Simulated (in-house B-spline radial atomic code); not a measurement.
Tc⁺. Computed with a B-spline radial atomic code. Model: non-relativistic spherical atom: semilocal Troullier-Martins pseudo-atom, one channel per l, against all electrons, high spin, G0W0 and RPA with empty states to l = 8, local potential for every l without a channel, a model core (radius 0 = none) keeps its share of the functional.

Without relativity these are model numbers for so heavy an element.

What the tables leave out is listed at the end.

The pseudopotential gives back the lowest level of each angular momentum of its own functional in the configuration it was made in; a second state of the same l is only approximately right. Exact exchange, RPA and GW see the smooth pseudo-orbitals and miss the exchange with the core, for which the functional's share stands in. The column with an uncorrelated core keeps all orbitals and exact exchange, and so separates missing core correlation from pseudisation. Only the three outermost levels and the lowest empty one were computed. RPA here is direct RPA, with no exchange kernel, and its energies carry an (l + 1/2)⁻⁴ tail. A hybrid on a potential with a model core restores only its own semilocal share of the core's exchange.

Command:
```bash
python run_psgw.py task.json out
```
Settings (lengths in bohr, energies in hartree):
```
Z                      43
electrons              42
configuration          [Kr] 4d5 5s1
generated_in           [Kr] 4d5 5s2
functional             lda,vwn
core_shells            7
radius_factor          1.15
core_correction        False
ion_configuration      [Kr] 4d5
```

Run time, properties included: 63 s on 1 thread of Intel(R) Xeon(R) Platinum 8259CL CPU @ 2.50GHz (Skylake/Cascade Lake), with other jobs on the host.

Given: made with LDA VWN5; model core radius 0 bohr; local radius 1.487 bohr; mean-field start LDA VWN5.

Valence shells of the generating configuration: 4p, 4d, 5s.

Channel: s 3.201, p 1.185, d 1.436 (radii in bohr).

Computed: largest level miss in the spin-unpolarised generating configuration 0 eV; valence RPA correlation energy all-electron orbitals -0.63277 hartree; all-electron RPA polarisability, core included 27.339 bohr³; pseudo-atom RPA polarisability 27.018 bohr³; ionisation by mean-field all-electron 15.312 eV; ionisation by mean-field pseudo minus all 0.04 eV; ionisation by RPA all-electron 15.271 eV.

```
          level  occupied  mean-field all-electron (eV)  mean-field pseudo minus all (eV)  G0W0 all-electron (eV)  G0W0 uncorrelated core minus all (eV)  G0W0 pseudo minus all (eV)  exchange self-energy all-electron (eV)  exchange self-energy pseudo (eV)
          5s up         1                       -11.952                            -0.014                 -15.415                                  0.013                      -1.096                                 -12.035                           -12.702
          4d up         1                       -15.825                            -0.052                 -21.024                                  0.093                       0.203                                 -29.674                           -25.353
4d down (empty)         0                       -12.397                             0.478                 -8.0083                                  0.202                       0.479                                 -10.519                           -5.8596
```

Problem. What is the valence RPA correlation energy pseudo?

Solution. -0.76624 hartree.

Problem. What is the ionisation by RPA pseudo minus all?

Solution. 1.27 eV.

Given: mean-field start PBE0.

Computed: valence RPA correlation energy all-electron orbitals -0.59254 hartree; valence RPA correlation energy pseudo -0.72545 hartree; all-electron RPA polarisability, core included 24.718 bohr³; pseudo-atom RPA polarisability 22.13 bohr³; ionisation by mean-field all-electron 14.757 eV; ionisation by RPA all-electron 15.122 eV.

```tsv
level	occupied	mean-field all-electron (eV)	mean-field pseudo minus all (eV)	G0W0 all-electron (eV)	G0W0 uncorrelated core minus all (eV)	G0W0 pseudo minus all (eV)	exchange self-energy all-electron (eV)	exchange self-energy pseudo (eV)
5s up	1	-12.323	-0.478	-15.227	0.015	-1.29	-11.742	-13.313
4d up	1	-17.485	0.115	-21.345	0.102	0.426	-29.916	-25.641
4p down	?	?	?	?	?	?	?	?
4d down (empty)	0	-9.9951	0.457	-7.3069	0.206	0.699	-10.018	-5.7147
```

Problem. What belongs in the row 4p down?

Solution. occupied: 1; mean-field all-electron (eV): -51.962; mean-field pseudo minus all (eV): 1.375; G0W0 all-electron (eV): -56.068; G0W0 uncorrelated core minus all (eV): -0.304; G0W0 pseudo minus all (eV): 2.31; exchange self-energy all-electron (eV): -36.939; exchange self-energy pseudo (eV): -25.158.

Problem. What is the ionisation by RPA pseudo minus all?

Solution. 1.429 eV.

Problem. What is the ionisation by mean-field pseudo minus all?

Solution. 0.581 eV.

Given: mean-field start Hartree-Fock.

Computed: valence RPA correlation energy pseudo -0.62979 hartree; all-electron RPA polarisability, core included 19.391 bohr³; pseudo-atom RPA polarisability 13.193 bohr³; ionisation by mean-field all-electron 13.711 eV; ionisation by mean-field pseudo minus all 2.388 eV; ionisation by RPA all-electron 14.809 eV.

```
          level  occupied  mean-field all-electron (eV)  mean-field pseudo minus all (eV)  G0W0 all-electron (eV)  G0W0 uncorrelated core minus all (eV)  G0W0 pseudo minus all (eV)  exchange self-energy all-electron (eV)  exchange self-energy pseudo (eV)
          5s up         1                        -13.88                            -2.532                 -14.982                                  0.018                      -1.689                                   -11.1                            -15.71
          4d up         1                       -22.036                             0.736                 -22.062                                  0.113                       0.832                                 -30.069                           -25.818
        4p down         ?                             ?                                 ?                       ?                                      ?                           ?                                       ?                                 ?
5s down (empty)         0                       -5.2813                            -0.191                 -6.4583                                  0.012                       0.026                                -0.79258                          -0.94078
```

Problem. What belongs in the row 4p down?

Solution. occupied: 1; mean-field all-electron (eV): -57.734; mean-field pseudo minus all (eV): 4.322; G0W0 all-electron (eV): -57.207; G0W0 uncorrelated core minus all (eV): -0.247; G0W0 pseudo minus all (eV): 3.196; exchange self-energy all-electron (eV): -36.656; exchange self-energy pseudo (eV): -25.038.

Problem. What is the ionisation by RPA pseudo minus all?

Solution. 1.608 eV.

Problem. What is the valence RPA correlation energy all-electron orbitals?

Solution. -0.5045 hartree.

Among the listed levels the largest G0W0 shift of the pseudo-atom is +3.20 eV, for 4p down on the Hartree-Fock start, while leaving the core uncorrelated moves that level by -0.25 eV. So pseudisation and the lost core exchange, not the missing core correlation, make the error. Not in the tables (levels of low weight, unsolved or above zero; the highest and the empty levels are kept at any weight): on LDA the G0W0 levels 4p down (pseudo minus all +1.82 eV, weights 0.78 and 0.74).
